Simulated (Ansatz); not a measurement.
Geometry optimisation, RKS PBE0/6-31G in Ansatz.

Input:

```yaml
crystal:
  periodic: [false, false, false]
  atoms:
    - { symbol: C, position_ang: [-0.0662, -1.9832, 0.5185] }
    - { symbol: B, position_ang: [0.4433, -0.4891, 0.1864] }
    - { symbol: S, position_ang: [2.2402, -0.2651, -0.2503] }
    - { symbol: C, position_ang: [-0.4608, 0.7866, 0.2225] }
    - { symbol: C, position_ang: [-0.6089, 1.4557, -1.153] }
    - { symbol: Cl, position_ang: [0.0275, 1.9459, 1.4614] }
    - { symbol: H, position_ang: [-0.8853, -2.1921, -0.217] }
    - { symbol: H, position_ang: [0.7394, -2.67, 0.4266] }
    - { symbol: H, position_ang: [-0.5298, -1.9377, 1.576] }
    - { symbol: H, position_ang: [-0.59483, -0.58662, 0.71714] }
    - { symbol: H, position_ang: [-1.5628, 0.4341, 0.5319] }
    - { symbol: H, position_ang: [0.403, 1.8649, -1.4193] }
    - { symbol: H, position_ang: [-1.0186, 0.7765, -1.9245] }
    - { symbol: H, position_ang: [-1.352, 2.3227, -1.0692] }
basis:
  gaussian: { orbitals: "6-31G" }
hamiltonian:
  xc: pbe0
relax:
  f_tol: 0.02
  max_steps: 50
```

Run as:

```bash
$ ansatz run input.yaml --threads 1 --pin off --max-ram 2048MiB --backend cpu --events-out ev --progress --plain --runs-dir out
```

**Question.** Where does it end, and by what steps?

**Answer.** The forces met the threshold. The force dipped under the threshold on the way, but the program's further checks kept it going. Limits of this set-up: no polarisation functions. After 42 steps the energy has fallen by 4.585 eV; H10 moved furthest, 1.51 Å. The start is strongly strained (largest force component 8 eV/Å), so its close contacts needn't be bonds. Parted: C1–B2, B2–H10. Joined: C1–H10.

```tsv
step	energy less start (eV)	largest force component (eV/Å)	accepted
0	0.0000	8.128	yes
2	-1.5354	0.681	yes
4	-2.0702	3.327	yes
6	-3.2580	2.486	yes
8	-3.9826	1.112	yes
10	-4.3895	0.625	yes
12	-4.5180	0.766	yes
14	-4.5582	0.085	yes
16	-4.5651	0.221	yes
18	-4.5696	0.039	yes
20	-4.5755	0.141	yes
22	-4.5784	0.084	yes
24	-4.5797	0.066	yes
26	-4.5807	0.158	yes
28	-4.5821	0.028	yes
30	-4.5807	0.292	no
32	-4.5829	0.064	yes
34	-4.5835	0.020	yes
36	-4.5834	0.159	no
38	-4.5845	0.051	yes
40	-4.5848	0.015	yes
42	-4.5849	0.004	yes
```

```xyz
14
Properties=species:S:1:pos:R:3
C -0.594 -2.478 1.275
B 1.240 0.410 -0.700
S 2.701 -0.175 -1.162
C -0.150 0.953 -0.334
C -0.694 2.024 -1.269
Cl 0.012 1.662 1.420
H -1.474 -2.497 0.628
H 0.313 -2.529 0.668
H -0.624 -3.339 1.946
H -0.587 -1.561 1.870
H -0.865 0.134 -0.210
H -0.012 2.874 -1.343
H -0.830 1.600 -2.270
H -1.663 2.384 -0.912
```

Run time: 4.4 min on 1 thread of Arm Neoverse V1, with other jobs on the host, peak memory 0.23 GiB.
